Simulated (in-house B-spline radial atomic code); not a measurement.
How numerical settings move a run on Sc³⁺, [Ne] 3s2 3p6. Computed with a B-spline radial code for spherical atoms: scalar-relativistic (X2C) CAM-B3LYP, spherical fractional occupations, Fermi nucleus of rms radius 3.5459 fm.

Command:
```bash
python run_scf.py task.json out
```
Settings of the sound reference run:
```
Z                21
electrons        18
configuration    [Ne] 3s2 3p6
hamiltonian      x2c
method           camb3lyp
spin_polarised   False
nucleus          fermi
rms_radius       3.5459
mass_number      45
atomic_mass      44.95591
speed_of_light   137.036
knot_spacing     0.22
spline_order     8
gauss_points     12
box_radius       16.22
max_iterations   70
damping          0.5
damped_steps     3
diis_vectors     10
tolerance        1e-08
start            Thomas-Fermi
```

Run time, properties included: 0.5 s on 1 thread of Arm Neoverse N1, on a shared host.

It converges in 9 iterations to -762.592573 hartree, with 3p at -68.651 eV. The other runs change the listed settings, some to values that make no sense; their results aren't properties of the atom or ion. Radii are in bohr (the nuclear one in fm), a minus after a letter asks for a j subshell, and «unchanged» means within 1e-8 hartree. The run stops when the residual is below 10 × tolerance × max(1, Z/10), or a noise floor if that is larger, and the energy moves by less than 1e-8 × √|E| hartree; so very loose and very tight tolerances often act alike.

| changed settings | outcome |
| --- | --- |
| first_knot = 0.0143 | converged in 9 iterations, energy +3.96e-03 hartree from the reference, 3p level -8.0e-05 eV |
| knot_spacing = 0.15 | converged in 8 iterations, energy -8.22e-07 hartree from the reference, 3p level -1.1e-05 eV |
| diis_vectors = 1 | converged in 17 iterations, energy unchanged, 3p level -4.5e-06 eV |
| electrons = 19, configuration = [Ne] 3s2 3p6 4s-1, max_iterations = 100 | stopped with error: j subshells need the Dirac Hamiltonian and l > 0 |
| first_knot = 0.000476 | converged in 9 iterations, energy -5.98e-05 hartree from the reference, 3p level -3.9e-06 eV |
| diis_vectors = 4 | converged in 9 iterations, energy unchanged, 3p level -3.8e-07 eV |
| first_knot = 4.76e-05 | converged in 9 iterations, energy -3.59e-07 hartree from the reference |
| knot_spacing = 0.3 | converged in 9 iterations, energy +3.37e-06 hartree from the reference, 3p level +1.8e-05 eV |
| first_knot = 0.0476 | converged in 9 iterations, energy +5.61e-02 hartree from the reference, 3p level -1.1e-03 eV |
| knot_spacing = 1 | converged in 9 iterations, energy +1.89e+00 hartree from the reference, 3p level -2.6e-01 eV (the program warns: 3s reaches the box edge) |
| knot_spacing = 1.4 | converged in 9 iterations, energy +4.86e+00 hartree from the reference, 3p level -3.9e-01 eV (the program warns: 1s reaches the box edge; 3s reaches the box edge) |
| knot_spacing = 0.75, first_knot = 0.143, max_iterations = 60, damping = 0.2, diis_vectors = 1 | converged in 15 iterations, energy +8.85e-01 hartree from the reference, 3p level -4.9e-02 eV (the program warns: 2s reaches the box edge) |
| diis_vectors = 2 | converged in 10 iterations, energy unchanged, 3p level +4.7e-06 eV |
| knot_spacing = 0.4 | converged in 9 iterations, energy +7.51e-05 hartree from the reference, 3p level +1.7e-04 eV |
| knot_spacing = 0.75, spline_order = 4, max_iterations = 100 | converged in 9 iterations, energy +1.10e+00 hartree from the reference, 3p level -6.0e-01 eV |
| knot_spacing = 0.55 | converged in 9 iterations, energy +7.22e-03 hartree from the reference, 3p level +1.4e-03 eV |
| diis_vectors = 0 | converged in 19 iterations, energy unchanged, 3p level +5.7e-07 eV |
| knot_spacing = 2 | converged in 9 iterations, energy +3.99e+01 hartree from the reference, 3p level -1.7e+00 eV (the program warns: 3p reaches the box edge; 1s reaches the box edge) |

(1) What happens with spline_order = 4, max_iterations = 8, damping = 0.8?

(2) What happens with diis_vectors = 20?

(3) What happens with spline_order = 5, first_knot = 4.76e-05, max_iterations = 60, damping = 0, diis_vectors = 0?

(4) What happens with knot_spacing = 0.1?

Answers

(1) Not converged after 8 iterations, last residual 1.2e-06, last energy +2.37e-04 hartree from the reference.

(2) Converged in 9 iterations, energy unchanged.

(3) Converged in 17 iterations, energy +6.87e-06 hartree from the reference, 3p level -8.8e-06 eV.

(4) Converged in 8 iterations, energy -9.35e-07 hartree from the reference, 3p level -1.1e-05 eV.
